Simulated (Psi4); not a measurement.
Pair of molecules, SMILES Cl with SMILES N#N (the first has 2 atoms); geometry from B3LYP-D3(BJ)/def2-TZVP, rigid monomers moved along the line of their centres of mass till H2···N3 is 3.25 Å.
(charge 0, multiplicity 1):
| atom | x (Å) | y (Å) | z (Å) |
|---|---|---|---|
| Cl | -0.1797 | -0.2793 | -0.3226 |
| H | -0.1622 | -0.2077 | 0.9591 |
| N | -0.1166 | -0.0241 | 4.2061 |
| N | -0.1004 | 0.0376 | 5.2945 |

Calculation: Psi4 with SAPT0/jun-cc-pV(D+d)Z.

Give the four SAPT terms and the total, and say what mostly holds the pair together.

electrostatics -18.4, exchange 3.2, induction -2.5, dispersion -8.7, total -26.4 meV; the largest attraction is electrostatics.
